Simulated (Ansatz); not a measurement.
Harmonic frequencies (cm⁻¹) at PBE0-D4/def2-TZVP from Ansatz: 74, 143, 322, 324, 345, 349, 371, 378, 393, 422, 508, 526, 575, 578, 593, 594, 834, 834, 1848, 1853, 1853, 1857, 3897, 3899.

Q: Which molecule is it?
A. `[BH2-]1[OH+][BH2-][OH+]1`
B. `Cl[B@H-]1[OH+][B@H-](Cl)[OH+]1`
C. `[F][Al@H-]1[Cl+][Al@H-]([F])[Cl+]1`
D. `[OH+]1[InH2-][OH+][InH2-]1`

A: D.
